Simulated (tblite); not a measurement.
Compound: C₆H₁₂BNO.
Atom-mapped SMILES: `[CH3:1][O+:2]([CH3:3])[B@H-:4]([C:5]#[N:6])[CH:7]1[CH2:8][CH2:9]1` (hydrogens: H10, H11, H12 on C1; H13, H14, H15 on C3; H16 on B4; H17 on C7; H18, H19 on C8; H20, H21 on C9)

Geometry (GFN2-xTB, Å), atoms numbered from 1 in this order:
```xyz
21
C6H12BNO angstrom
C     -1.9220    1.1516   -0.0274
O     -1.4598   -0.1194    0.3982
C     -1.6465   -1.1103   -0.5959
B      0.1045   -0.1069    1.0291
C      0.0296    0.9718    2.1384
N     -0.0197    1.7840    2.9498
C      1.1390    0.2971   -0.1277
C      2.5766   -0.1413   -0.0372
C      1.6934   -0.7192   -1.0937
H     -1.3976    1.4881   -0.9262
H     -2.9945    1.0966   -0.2313
H     -1.7400    1.8533    0.7845
H     -1.2985   -2.0541   -0.1824
H     -2.7101   -1.1851   -0.8370
H     -1.0787   -0.8796   -1.5014
H      0.2272   -1.2046    1.4617
H      1.0230    1.2928   -0.5528
H      2.8594   -0.7746    0.7898
H      3.3493    0.5531   -0.3325
H      1.8629   -0.4244   -2.1207
H      1.3934   -1.7519   -0.9858
```

All values are computed: GFN2-xTB (tblite) harmonic vibrations without scaling, gas phase. The method is semi-empirical: single wavenumbers can be off by several per cent or more. Modes of hydrogen on boron can be 10 to 20 % off. One conformer, not necessarily the lowest.

Harmonic wavenumbers (cm⁻¹): 46.3, 79.5, 107.7, 135.9, 160.4, 213.2, 218.5, 255.4, 274.4, 317.0, 358.1, 395.0, 456.5, 457.3, 558.8, 791.5, 830.5, 858.2, 890.5, 929.2, 962.9, 974.4, 1008.8, 1054.0, 1072.2, 1072.5, 1075.8, 1092.0, 1099.3, 1132.4, 1141.8, 1158.6, 1172.9, 1208.9, 1265.2, 1357.9, 1396.7, 1408.1, 1448.2, 1454.1, 1460.9, 1465.6, 1471.5, 1490.5, 2355.0, 2502.6, 2965.4, 2968.6, 2977.7, 2980.9, 2982.5, 3042.3, 3048.9, 3058.5, 3071.9, 3084.0, 3098.7.

A = 1755, B = 1440, C = 907.4 MHz; mass 125.101 u (most abundant isotopes); point group C1, symmetry number 1.

Zero-point energy?

½Σν̃ = 37958 cm⁻¹ = 454.08 kJ/mol.

Give the ideal-gas entropy at 298.15 K and 1 bar in the rigid-rotor, harmonic-oscillator model (classical rotation).

Translation 169.08, rotation 122.71, vibration 135.18: S = 427.0 J/(mol K).

And Cp and H(298.15 K) − H(0)?

Cp = 172.40 J/(mol K), of which vibrations give 139.14 (their classical limit is 57 R = 473.9); H(298.15 K) − H(0) = 31.37 kJ/mol without the zero-point energy, 21.45 from vibrations.

What must be added to the electronic energy to get the Gibbs energy at 298.15 K and 1 bar?

ZPE + [H(298.15 K) − H(0)] − T·S = 454.08 + 31.37 − 127.30 = 358.15 kJ/mol.

How do the functions run with temperature in this model?

```csv
T (K),S (J/(mol K)),Cp (J/(mol K)),H − H(0) (kJ/mol),G − H(0) (kJ/mol),ln q(vib)
100,293.5,85.9,5.67,-23.68,1.76
200,367.3,130.0,16.57,-56.90,4.72
300,428.0,173.2,31.69,-96.73,7.66
500,536.9,256.7,75.01,-193.43,13.37
800,677.3,340.0,165.60,-376.22,21.52
1000,757.3,376.7,237.46,-519.83,26.59
```

q(vib) and H(0) count from the zero-point level.

Which modes carry the vibrational entropy at 298.15 K?

46.3 cm⁻¹: 20.79; 79.5 cm⁻¹: 16.33; 107.7 cm⁻¹: 13.85; 135.9 cm⁻¹: 11.97; 160.4 cm⁻¹: 10.65; 213.2 cm⁻¹: 8.44 J/(mol K); the other 51 give 53.16 together.

Blend soft modes into free rotors: weight 1/[1 + (100 cm⁻¹/ν̃)⁴] for the oscillator and the rest for a rotor with moment μB/(μ + B), μ = h/(8π²ν), B = 10⁻⁴⁴ kg m². What vibrational entropy results?

126.14 J/(mol K) in place of 135.18, which changes −T·S at 298.15 K by +2.70 kJ/mol.

Hindered rotation and anharmonicity are outside this model. Other conformers, if any are populated, would add a mixing term that is left out. The structure is chiral; the term R ln 2 for an equal mix with its mirror image is left out.
